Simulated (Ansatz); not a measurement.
Ga(Cl)(SH)2 (ClGaH2S2), SMILES [SH][Ga]([SH])[Cl].

Coordinates come from a PBE0-D3(BJ)/def2-SVP optimisation. The structure was generated by enumeration; whether it is a known compound was not checked. One conformer was computed; it need not be the lowest.

Two levels are set side by side: PBE/def2-SVPD (Ansatz, a program for electronic structure) and PBE0/def2-SVPD (Ansatz). Energy differences of separate SCF runs at the same geometry; the states with an electron removed or added have multiplicity 2 and 2. Differences are taken from unrounded values.

```
quantity                           PBE0   PBE  PBE minus PBE0
---------------------------------  ----  ----  --------------
vertical ionisation energy (eV)    9.96  9.61           -0.35
vertical singlet–triplet gap (eV)  4.92  4.45           -0.47
```
